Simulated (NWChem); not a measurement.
System: CH₂NO cation; SMILES C(=O)=[NH2+]

All runs: NWChem. Coordinates come from a PBE0/def2-SVP optimisation. Static field.

Q: Estimate the computed values for PBE/Sadlej pVTZ. Quantities: isotropic polarisability (bohr³); anisotropy (bohr³).

A: 
```
Item                              Result
--------------------------------  ------
isotropic polarisability (bohr³)    18.9
anisotropy (bohr³)                  15.7
```
